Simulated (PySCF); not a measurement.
Computed with PySCF with PBE-D3(BJ)/def2-TZVP. All species are isolated molecules in the gas phase. One relaxed conformer stands for a flexible species; it need not be the lowest. Excitations are Tamm–Dancoff values on a coarser integration grid. The basis has no diffuse functions, so Rydberg states are missing or too high.

Reference species (SMILES): `[OH][Sn]([OH])([OH])[OH]` (neutral, multiplicity 1).

* **T1 excitation (TDA)**: 4.28 eV
* **HOMO**: -7.38 eV

Changed species: `[OH][SnH3]` (3 of 4 OH replaced by H; the reference has 0 of 4 OH replaced by H).

Problem. What does the change do to the T1 excitation (TDA) and HOMO?

Solution. the T1 excitation (TDA) goes up by 0.61 eV, to 4.89 eV; the HOMO rises by 0.80 eV, to -6.58 eV.
